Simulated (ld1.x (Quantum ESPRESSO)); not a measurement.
# Before and after: TM semilocal potential for indium

ld1.x (Quantum ESPRESSO) 7.5 input, shortened:

```
&input
   title='In', zed=49., rel=1, dft='PZ', iswitch=3,
   config='[Kr] 4d10 5s2 5p1'
 /
 &inputp
   pseudotype=1, tm=.true., lloc=1,
   nlcc=.false.
 /
3
5S  1  0   2.00   0.00  1.70  1.70  0.0
4D  3  2  10.00   0.00  1.80  1.80  0.0
5P  2  1   1.00   0.00  2.20  2.20  0.0
 &test
   configts(1)='4d10 5s2 5p1'
 /
```

Change: core correction a·sin(br)/r model core inside 1.36 bohr.

Cutoffs: the cutoffs (Ry, on a coarse ladder) from which the occupation-weighted sum of valence levels, in a spherical-Bessel basis at the reference potential, stays within 10 and 1 mRy of its value at 400 Ry; they do not see the model core or the augmentation charge, which bear on the density cutoff. Errors are all-electron minus pseudo energies relative to the spin-unpolarised reference configuration.

How do hardness, ghosts and transferability respond?

The potential gets neither clearly harder nor softer (70 Ry and 110 Ry → 70 Ry and 110 Ry); of the 9 tests that both files solve, the error grows in 6 and shrinks in 1 by more than 15 % and 0.3 meV (median size 11.6 → 10.6 meV); neither file shows a bound ghost. A semilocal file is local in each channel, so a ghost entry of none says nothing of the separable form that plane-wave codes build from it. A model core, the more so a compact one, raises the density cutoff, which this test does not measure.

| quantity | base | changed |
| --- | --- | --- |
| cutoff, loose | 70 Ry | 70 Ry |
| cutoff, tight | 110 Ry | 110 Ry |
| bound ghosts | none | none |
| error for 4d10 5s2 5p0, meV [ΔE 5.59 eV] | -1.3 | -1.9 |
| error for 4d10 5s1 5p0, meV [ΔE 25.26 eV] | +4.7 | -8.4 |
| error for 4d10 5s0 5p0, meV [ΔE 54.00 eV] | +21 | -41 |
| error for 4d9 5s2 5p1, meV [ΔE 25.22 eV] | -39 | -61 |
| error for 4d9 5s0 5p0, meV [ΔE 110.61 eV] | +50 | -117 |
| error for 4d9 5s2 5p2, meV [ΔE 18.20 eV] | -88 | -111 |
| error for 4d10 5s2 5p0.5, meV [ΔE 2.05 eV] | -0.4 | -0.5 |
| error for 4d10 5s2 5p1 (spin-polarised), meV [ΔE -0.12 eV] | +1.1 | +0.4 |
| error for 4d10 5s1 5p0 (spin-polarised), meV [ΔE 25.03 eV] | +12 | -11 |
| s: phases at 2.40 bohr within 0.05 rad from the reference energy up to (Ry; the scan ends near 5) | 2.0 | 2.0 |
| p: phases at 2.40 bohr within 0.05 rad from the reference energy up to (Ry; the scan ends near 5) | 3.2 | 3.2 |
| d: phases at 2.40 bohr within 0.05 rad from the reference energy up to (Ry; the scan ends near 5) | 1.4 | 1.4 |
